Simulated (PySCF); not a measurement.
Compound: C6H5F2 (doublet state).
Geometry (GFN2-xTB, Å), atoms numbered from 1 in this order:
```xyz
13
C6H5F2 angstrom
F     -1.631   -2.088    0.203
C     -0.728   -1.086    0.115
C      0.593   -1.340    0.262
C      1.527   -0.297    0.169
C      1.088    1.013   -0.078
C     -0.232    1.272   -0.226
F     -0.659    2.532   -0.465
C     -1.317    0.256   -0.146
H      0.921   -2.350    0.450
H      2.577   -0.501    0.286
H      1.798    1.822   -0.153
H     -2.037    0.521    0.645
H     -1.905    0.246   -1.078
```

Identity: `F[C]1C=CC=C(F)C1` [radical].

Method used: PySCF 2.14.0, UKS B3LYP, pcH-1 on C F H, non-relativistic, mean-field spin-orbit, GIAO. Isolated species at its GFN2-xTB geometry, gas phase. The geometry wasn't refined by DFT: couplings that depend on bond lengths, twists or pyramidal angles can differ widely from those at the functional's own minimum. The SCF solution wasn't tested for stability. ⟨S²⟩ is 0.785 where a pure state has 0.75.

Give the principal g shifts and their parts.

```json
{"Δg (ppm)": "relativistic mass correction", "1": "-183", "2": "-183", "3": "-183"}
{"Δg (ppm)": "gauge correction", "1": "8", "2": "41", "3": "44"}
{"Δg (ppm)": "orbital Zeeman/spin–orbit", "1": "-67", "2": "1708", "3": "2141"}
{"Δg (ppm)": "total", "1": "-241", "2": "1565", "3": "2002"}
```

So g = 2.00208, 2.00388, 2.00432 and g_iso = 2.00343; the tensor is rhombic: the two nearest values differ by 19 % of g3 − g1. Axes: g3 points within 1° of the C4–H10 bond.

What are the electron Larmor frequencies g μB B/h along the three axes at 3350 mT?

93.8723, 93.9570, 93.9775 GHz for g1, g2 and g3, a range of 105.2 MHz.

At 94.151 GHz, how far is the centre of the isotropic spectrum from where a free electron (g = 2.002319) resonates?

B = hν/(g μB) with μB/h = 13.99624 MHz/mT gives 3359.54 mT for the free electron and 3357.68 mT at g_iso, 1.86 mT lower.

In a frozen sample, at which fields do the three g values resonate at 9.5, 34, 94 and 263 GHz (hyperfine left aside), and which band first spreads them over more than twice a line width of 1.0 mT?

```tsv
band	GHz	B(g3) mT	B(g2) mT	B(g1) mT	spread mT
X	9.5	338.65	338.72	339.02	0.38
Q	34.0	1211.99	1212.26	1213.35	1.36
W	94.0	3350.80	3351.53	3354.56	3.75
J	263.0	9375.12	9377.16	9385.63	10.51
```

The spread grows in proportion to the frequency. W band is the first where it exceeds 2.0 mT.

The largest Mulliken spin populations are on C4 (+0.56), C2 (+0.38), C6 (+0.38) and C3 (-0.20). Three atoms exceed +0.15. The positive populations add up to 1.51 and the negative ones to -0.51, together 2S = 1. The angles at C4 add up to 360.0°, so it is planar.

The HOMO–LUMO gaps are 4.52 eV among the α and 4.67 eV among the β orbitals.

The run took 52 s (with the writing of density and orbital grids) on an Arm Neoverse V1 with one thread, shared host, and the process peaked at 0.92 GiB of memory.

The SMILES draws the unpaired electron on C2; the largest computed Mulliken spin population is on C4 (0.56 against 0.38).
